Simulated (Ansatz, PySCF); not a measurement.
Molecule: sum formula BNH₃, charge 0, multiplicity 2. It need not be the lowest isomer of its formula. 
Coordinates optimised at B3LYP-D3(BJ)/def2-TZVP (Ansatz, a program for electronic structure):
```
B
N 1 1.3287
H 2 0.9996 1 163.55
H 1 1.2007 2 121.70 3 180.00
H 1 1.2080 4 119.29 2 -180.00
```
Charge 0, spin multiplicity 2.

Dipole moments at this geometry, in debye (magnitudes).

```json
[
 {"level": "SVWN5/def2-TZVPD", "program": "Ansatz", "dipole (D)": "1.06"},
 {"level": "revPBE/def2-TZVPD", "program": "Ansatz", "dipole (D)": "1.21"},
 {"level": "BP86/def2-TZVPD", "program": "PySCF", "dipole (D)": "1.18"},
 {"level": "M06-L/def2-TZVPD", "program": "PySCF", "dipole (D)": "1.38"},
 {"level": "B3LYP/def2-TZVPD", "program": "Ansatz", "dipole (D)": "1.27"},
 {"level": "TPSSh/def2-TZVPD", "program": "PySCF", "dipole (D)": "1.33"},
 {"level": "r2SCANh/def2-TZVPD", "program": "Ansatz", "dipole (D)": "[?]"},
 {"level": "MN15/def2-TZVPD", "program": "PySCF", "dipole (D)": "1.38"},
 {"level": "HSE06/def2-TZVPD", "program": "Ansatz", "dipole (D)": "1.32"},
 {"level": "CAM-B3LYP/def2-TZVPD", "program": "Ansatz", "dipole (D)": "1.31"},
 {"level": "LC-wPBE/def2-TZVPD", "program": "Ansatz", "dipole (D)": "1.39"},
 {"level": "wB97X-V/def2-TZVPD", "program": "Ansatz", "dipole (D)": "1.33"},
 {"level": "CCSD(T)/aug-cc-pVDZ", "program": "Ansatz", "dipole (D)": "[?]"}
]
```

### Question
Fill in the missing entries.

### Answer

- r2SCANh/def2-TZVPD, dipole (D): 1.34
- CCSD(T)/aug-cc-pVDZ, dipole (D): 1.47
